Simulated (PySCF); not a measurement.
Electronic structure of C⁺ (carbon, charge +1) at the UHF level

Configuration: [He] 2s2 2p1, 2P determinant. Computed with PySCF 2.14 in x2c-TZVPall (5s3p2d1f, 31 functions), with scalar relativity by spin-free X2C-1e.

```
Total energy                                                  : -37.310662 hartree
One-electron energy                                           : -47.5920 hartree
Hartree (Coulomb) energy                                      : 15.0305 hartree
Exchange energy                                               : -4.7491 hartree
⟨S²⟩                                                          : 0.7566
⟨L²⟩                                                          : 2.017
Sum of ⟨r⟩                                                    : 4.957 bohr
Sum of ⟨r²⟩                                                   : 8.052 bohr²
Traceless quadrupole moment −½Σ⟨3z² − r²⟩ along its main axis : -1.09 e·bohr²
Langevin diamagnetic susceptibility                           : -6.38 ×10⁻⁶ cm³/mol
Time after the integrals                                      : 0.05 s of wall time on 1 thread of Neoverse-V2 (shared host)
```

```
shell  electrons  mean orbital energy (eV)  rms radius, mean of both spins (bohr)
 1s α          1                   -324.27                                  0.311
 1s β          1                   -323.45                                  0.311
 2s α          1                   -33.315                                   1.61
 2s β          1                   -29.603                                   1.61
 2p α          1                   -24.871                                   1.63
```
